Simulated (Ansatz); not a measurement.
LiH+, multiplicity 2 (lowest of 2S+1 = 2, 4 at CCSD(T)/def2-TZVPP on PBE0 minima; our sources give no spin for the ground state, which may be another), most abundant isotopes (1.0078 and 7.0160 u). Constants from fifth-degree fits in 1/R to seven points on the lowest solution found; no spin–orbit coupling, no relativity up to Kr; ω_e x_e and α_e move by some per cent with the fit.

Correlated levels freeze the cores. CBS(a, b) extrapolates the correlation energy as X⁻³ and adds the Hartree–Fock energy of set b.

Run with Ansatz (Gaussian basis) for Hartree–Fock, density functionals and correlated methods. Values without a source in brackets are computed.

```tsv
level	r_e (Å)	ω_e (cm⁻¹)	ω_e x_e (cm⁻¹)	α_e (cm⁻¹)
PBE/def2-TZVPP	2.2451	408.2	30.3	0.448
CCSD(T)/CBS(aug-cc-pVQZ, aug-cc-pV5Z)	2.2142	429.8	44.2	0.491
```

Q: Derive the rotational constants, the centrifugal constant, the fundamental, the zero-point energy and the force constant.

A: 
μ = 0.88124 u.
- PBE/def2-TZVPP: B_e = 16.8576/(μ r_e²) = 3.7951 cm⁻¹; B₀ = B_e − α_e/2 = 3.5711 cm⁻¹; D = 4B_e³/ω_e² = 1.31e-03 cm⁻¹; fundamental ω_e − 2ω_e x_e = 348 cm⁻¹; zero-point energy ω_e/2 − ω_e x_e/4 = 197 cm⁻¹; k = μ(2πcω_e)² = 8.65 N/m
- CCSD(T)/CBS(aug-cc-pVQZ, aug-cc-pV5Z): B_e = 16.8576/(μ r_e²) = 3.9020 cm⁻¹; B₀ = B_e − α_e/2 = 3.6565 cm⁻¹; D = 4B_e³/ω_e² = 1.29e-03 cm⁻¹; fundamental ω_e − 2ω_e x_e = 341 cm⁻¹; zero-point energy ω_e/2 − ω_e x_e/4 = 204 cm⁻¹; k = μ(2πcω_e)² = 9.59 N/m

Ansatz is a program for electronic structure.
